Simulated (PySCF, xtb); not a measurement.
TiF3, SMILES [F][Ti]([F])[F] (connectivity only; charge and spin as stated), neutral, multiplicity 2.

Harmonic wavenumbers (cm⁻¹) from GFN2-xTB (xtb) at its own minimum, in rising order: 153, 164, 164, 544, 671, 671.

**Question.** What does PBE0-D3(BJ)/def2-SVP (PySCF 2.14.0) give at its own minimum? (Estimate from the structure and the level; the computed values follow.)

**Answer.** 89, 183, 183, 691, 810, 810. Paired by order, the mean absolute difference is 88 cm⁻¹ and the zero-point energies are 3.4 and 4.0 kcal/mol.
